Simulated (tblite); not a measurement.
Species: C5H10ClFO2S.
Z-matrix (Å and degrees, GFN2-xTB geometry), rows numbered from 1:
```
C 
C   1  1.5264
C   2  1.5263  1  110.39
C   2  1.5392  1  109.10  3  -122.73
C   4  1.5055  2  114.16  1  -171.14
F   5  1.3532  4  113.29  2    66.89
S   5  1.8363  4  104.55  2  -178.93
O   7  1.4272  5  108.48  4    67.94
O   7  1.4229  5  110.29  4   -63.97
Cl  7  2.0257  5  102.77  4  -178.71
H   1  1.0872  2  110.39  3    61.46
H   1  1.0869  2  110.89  3  -178.32
H   1  1.0868  2  110.28  3   -58.32
H   2  1.0946  1  108.70  3   119.51
H   3  1.0870  2  109.93  1    54.69
H   3  1.0877  2  110.47  1   -64.78
H   3  1.0869  2  111.55  1   174.21
H   4  1.0919  2  110.26  1    68.01
H   4  1.0927  2  109.52  1   -51.05
H   5  1.0904  4  116.22  2   -60.53
```

Level: GFN2-xTB in tblite, geometry and Hessian alike; calculated harmonic values, unscaled, isolated species. The method is semi-empirical: single wavenumbers can be off by several per cent or more. One conformer, not necessarily the lowest.

Harmonic wavenumbers (cm⁻¹): 27.2, 37.5, 66.9, 83.6, 153.0, 183.8, 197.5, 213.6, 228.7, 265.0, 320.1, 329.6, 358.6, 393.9, 430.6, 492.6, 493.0, 533.5, 737.9, 864.5, 875.9, 951.1, 977.1, 983.7, 1001.9, 1052.4, 1123.8, 1140.9, 1147.6, 1159.5, 1179.9, 1214.5, 1258.0, 1293.7, 1298.6, 1329.3, 1342.3, 1411.7, 1424.4, 1451.5, 1490.3, 1496.2, 1500.6, 1509.0, 2951.0, 2970.8, 2988.5, 2991.6, 3036.7, 3040.2, 3043.9, 3045.3, 3051.1, 3053.2.

A = 1958, B = 515.9, C = 491.6 MHz; mass 188.007 u (most abundant isotopes); point group C1, symmetry number 1.

Question: Zero-point energy?

Answer: ½Σν̃ = 33099 cm⁻¹ = 395.95 kJ/mol.

Question: Entropy at 298.15 K, 1 bar (ideal gas, RRHO, classical rotation)?

Answer: Translation 174.16, rotation 129.07, vibration 172.09: S = 475.3 J/(mol K).

Question: And Cp and H(298.15 K) − H(0)?

Answer: Cp = 187.03 J/(mol K), of which vibrations give 153.77 (their classical limit is 54 R = 449.0); H(298.15 K) − H(0) = 35.21 kJ/mol without the zero-point energy, 25.29 from vibrations.

Question: Blend soft modes into free rotors: weight 1/[1 + (100 cm⁻¹/ν̃)⁴] for the oscillator and the rest for a rotor with moment μB/(μ + B), μ = h/(8π²ν), B = 10⁻⁴⁴ kg m². What vibrational entropy results?

Answer: 152.26 J/(mol K) in place of 172.09, which changes −T·S at 298.15 K by +5.91 kJ/mol.

Question: How do the functions run with temperature in this model?

Answer: 
```csv
T (K),S (J/(mol K)),Cp (J/(mol K)),H − H(0) (kJ/mol),G − H(0) (kJ/mol),ln q(vib)
100,325.9,97.2,6.54,-26.05,3.23
200,409.3,146.2,18.86,-63.01,7.02
300,476.5,187.8,35.56,-107.39,10.56
500,591.0,263.8,81.04,-214.46,17.05
800,732.8,338.4,172.40,-413.81,25.79
1000,811.9,370.4,243.45,-568.45,31.06
```

q(vib) and H(0) count from the zero-point level.

Hindered rotation and anharmonicity are outside this model. Other conformers, if any are populated, would add a mixing term that is left out. The structure is chiral; the term R ln 2 for an equal mix with its mirror image is left out.
